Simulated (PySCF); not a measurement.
# Continuum solvent and chemical shifts

Geometry (Å), atoms numbered from 1 in this order:
```xyz
21

C     2.887    0.747   -1.129
C     2.233    0.417   -0.015
C     1.180   -0.641    0.084
C    -0.213   -0.082    0.371
C    -1.308   -1.135    0.615
B    -2.646   -0.425    0.211
C    -2.258    0.936   -0.472
C    -0.770    0.788   -0.758
F    -0.634    0.092   -1.955
H     3.639    1.540   -1.138
H     2.688    0.233   -2.076
H     2.453    0.967    0.911
H     1.442   -1.348    0.890
H     1.137   -1.220   -0.853
H    -0.156    0.572    1.262
H    -1.270   -1.628    1.598
H    -1.207   -1.954   -0.131
H    -3.765   -0.836    0.413
H    -2.841    1.285   -1.337
H    -2.403    1.695    0.325
H    -0.220    1.735   -0.881
```

GIAO PBE0/pcSseg-1 in PySCF 2.14 on one PBE0-D3(BJ)/def2-SVP conformer, non-relativistic, equivalent nuclei averaged. Solvents enter as an IEF-PCM continuum (benzene with ε = 2.3, dichloromethane with ε = 8.9) around the gas-phase geometry. Shifts are referred to TMS, BF3·OEt2, CFCl3 computed in the same medium.

Gas phase, δ in ppm: C2 146.8, C1 125.6, C8 96.2, C4 47.2, C7 40.7, C3 38.7, C5 36.7, B6 93.5, F9 -221.5, H18 8.02, H12 6.04, H11 5.57, H10 5.42, H21 5.09. Dipole moment 1.74 D.

(1) How does each δ change in the continuum?

(2) Which of the listed nuclei move most (in ppm), and what does the model miss?

Results:

(1) 
```csv
atoms,environment,"Δδ, benzene","Δδ, dichloromethane"
C2,alkene CH,+1.5,+3.3
C1,terminal =CH2 carbon,-0.2,-0.6
C8,sp3 CH bonded to F,+1.1,+2.1
C4,sp3 CH in a ring,+0.2,+0.3
C7,sp3 CH2 bonded to B,+0.4,+0.7
C3,allylic sp3 CH2,+0.4,+0.8
C5,sp3 CH2 bonded to B,+0.3,+0.7
B6,"boron bonded to 2 C, H, in a 5-membered ring",+0.1,+0.1
F9,fluorine on an sp3 carbon,-1.3,-2.4
H18,"hydrogen on a boron bonded to 2 C, in a 5-membered ring",-0.04,-0.09
H12,hydrogen on an alkene CH,+0.10,+0.21
H11,hydrogen on a terminal =CH2 carbon,0.00,-0.03
H10,hydrogen on a terminal =CH2 carbon,+0.02,+0.04
H21,hydrogen on an sp3 CH bonded to F,+0.04,+0.06
```

Changes are relative to the gas phase. The dipole moment becomes 2.00 D in benzene, 2.31 D in dichloromethane.

(2) C2 (alkene CH, +3.3 ppm) in dichloromethane. A continuum only polarises the solute; specific hydrogen bonds, the anisotropy of aromatic solvents and changes of geometry or conformer are outside it.
